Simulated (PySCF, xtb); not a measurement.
BeHCl, SMILES [BeH][Cl].

Harmonic wavenumbers (cm⁻¹) from xtb with GFN2-xTB at its own minimum, in rising order: 362, 362, 785, 2109.

**Question.** What does PBE0-D3(BJ)/def2-TZVPD in PySCF give at its own minimum? (An estimate is asked for; the answer gives what the named calculation found.)

**Answer.** 517, 517, 816, 2181. Paired by order, the mean absolute difference is 103 cm⁻¹ and the zero-point energies are 5.2 and 5.8 kcal/mol.
